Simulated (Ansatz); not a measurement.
Reaction (ligand exchange at the Sn–O bond): `C[O][SnH]([OH])[Cl]` + CH₃NH₂ → `C[NH][SnH]([Cl])[O]C` + H₂O

Computed with Ansatz on PBE0-D4/def2-TZVP structures; ΔE is electronic, products minus reactants. CCSD(T)/CBS adds triple-zeta CCSD(T) − MP2 to the extrapolated MP2 energy (def2 sets, frozen cores). This one scheme is used for every species. Functionals use def2-TZVPP. B3LYP here is the variant with VWN-RPA as its local correlation; programs differ in this. def2 core potentials past Kr. For Sn outer-core shells are correlated without core-valence functions, which leaves a few kJ/mol of doubt a bond. Each species was taken in one conformer, which may not be the lowest.

Problem. Is it downhill or uphill in electronic energy at CCSD(T)/CBS, and by how much? (Best estimate.)

Solution. Computed: Uphill: ΔE = +19.7 kJ/mol.

Problem. What do these levels give: B3LYP-D4, PBE0, B3LYP, SCS-MP2/def2-TZVPP, HF/def2-QZVPP, MP2/def2-QZVPP? (Best estimate.)

Solution. Computed: B3LYP-D4 25.8, PBE0 29.2, B3LYP 35.5, SCS-MP2/def2-TZVPP 23.1, HF/def2-QZVPP 38.2, MP2/def2-QZVPP 17.6 kJ/mol.

Largest T1 diagnostic among the species: 0.013.

The D4 term adds −9.7 kJ/mol with B3LYP and −5.7 kJ/mol with PBE0; it sums over pairs of atoms, weighted by their polarisabilities, and B3LYP, whose exchange is more repulsive, gets the larger term. In def2-TZVPP, CCSD(T) changes the Hartree–Fock value by −16.6 kJ/mol (the triples alone add −1.8 kJ/mol) and MP2 by −19.5 kJ/mol.
